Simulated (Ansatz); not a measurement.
Stepwise reaction of `NB(O[SiH3])O[SiH3]` with hydrogen, as a gas-phase model of exchange steps in deposition or etching. ΔE in kJ/mol.

Isolated molecules relaxed with PBE0-D4/def2-TZVP in Ansatz; ΔE leaves out vibrations. CCSD(T)/CBS adds triple-zeta CCSD(T) − MP2 to the extrapolated MP2 energy (def2 sets, frozen cores). This one scheme is used for every species. Functionals use def2-TZVPP. B3LYP here is the variant with VWN-RPA as its local correlation; programs differ in this. Each species was taken in one conformer, which may not be the lowest.

```
step                                             reaction  PBE-D4  B3LYP-D4  ωB97M-V  CCSD(T)/CBS
   1  `NB(O[SiH3])O[SiH3]` + H₂ → `NBO[SiH3]` + `O[SiH3]`    89.6      98.1     94.4         93.6
   2                  `NBO[SiH3]` + H₂ → `BN` + `O[SiH3]`    97.7     102.4    100.1         99.6
```

(1) By hand: ΔE of the 2 steps together at CCSD(T)/CBS.

Answers

(1) (93.6) + (99.6) = 193.2 kJ/mol, or 96.6 kJ/mol a step.

In ΔE each step is higher than the one before. All are uphill at CCSD(T)/CBS. PBE-D4 differs from CCSD(T)/CBS by -4.0 to -1.9 kJ/mol a step. Isolated molecules leave out the surface, adducts and barriers. Largest T1 diagnostic: 0.012.
